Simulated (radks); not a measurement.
The numbers below are computed, except where a source is named.
Species: As27+. Configuration: [He] 2s2 2p2.

Code: a radial shooting solver on a logarithmic mesh with Libxc functionals. Model: scalar-relativistic Kohn-Sham, PBEsol, spin-polarised, spherical densities, finite nucleus; open shells are filled with parallel spins first; Fermi nuclear charge, rms radius 4.0968 fm.

Energy parts (hartree):
| part | energy |
|---|---|
| total | -1549.20864 |
| kinetic | 1588.79571 |
| electron-nucleus | -3242.48603 |
| Hartree | 138.89370 |
| exchange-correlation | -34.41202 |

Orbitals (lengths in bohr, moments of r in powers of bohr):
1s up: occ. 1; eigenvalue (hartree) -496.2169; <r> 0.04537
1s down: occ. 1; eigenvalue (hartree) -495.6305; <r> 0.04531
2s up: occ. 1; eigenvalue (hartree) -109.7697; <r> 0.1904
2s down: occ. 1; eigenvalue (hartree) -108.7518; <r> 0.1912
2p up: occ. 2; eigenvalue (hartree) -105.1133; <r> 0.1635
2p down: occ. 0; eigenvalue (hartree) -103.8667; <r> 0.1644
3s up: occ. 0; eigenvalue (hartree) -45.71363; <r> 0.4472
3s down: occ. 0; eigenvalue (hartree) -45.44848; <r> 0.4491
3p up: occ. 0; eigenvalue (hartree) -44.23956; <r> 0.4259
3p down: occ. 0; eigenvalue (hartree) -43.93692; <r> 0.4282

The highest occupied level is 2p up at -2860.3 eV. Summed over all electrons, <r^2> = 0.1554 bohr^2, which gives a Langevin (diamagnetic) susceptibility term of -0.123 x 10^-6 cm^3/mol. The electron density at the nucleus is 3.601e+04 e/bohr^3 (large components only). Spin moment in Bohr magnetons: 2. The density falls to 0.001 e/bohr^3 at r = 0.63 bohr.
